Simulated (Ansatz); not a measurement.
Wavefunction ladder for `O[SiH]([SiH3])[AlH][Cl]`

Cartesian coordinates in Å:
```
O 0.935 0.596 1.703
Si 0.657 -0.242 0.296
Si -1.373 -1.397 0.471
Al 0.679 1.338 -1.578
Cl 1.197 3.279 -0.911
H 1.271 1.490 1.603
H 1.723 -1.271 0.080
H -1.401 -2.306 1.648
H -2.513 -0.445 0.574
H -1.551 -2.207 -0.767
H 0.376 1.166 -3.119
```

The species carries charge 0 and has multiplicity 1. The geometry is a stationary point of PBE0-D4/def2-TZVP. It is one conformer, not always the lowest. Frozen core, restricted reference, Ansatz. CBS rows extrapolate triple and quadruple zeta; past MP2 they add the triple-zeta difference.

```json
{"basis": "def2-SVP", "HF (Eh)": "-1357.27328", "MP2 corr.": "-0.57394", "CCSD corr.": "-0.64011", "(T)": "-0.01515", "CCSD(T) total": "-1357.92854"}
{"basis": "def2-TZVPP", "HF (Eh)": "-1357.82453", "MP2 corr.": "-0.74990", "CCSD corr.": "-0.81697", "(T)": "-0.03072", "CCSD(T) total": "-1358.67222"}
{"basis": "def2-QZVPP", "HF (Eh)": "-1357.86589", "MP2 corr.": "-0.81468", "CCSD corr.": "–", "(T)": "–", "CCSD(T) total": "–"}
{"basis": "CBS(def2)", "HF (Eh)": "-1357.87159", "MP2 corr.": "-0.86267", "CCSD corr.": "-0.92973", "(T)": "as TZ", "CCSD(T) total": "-1358.83204"}
```
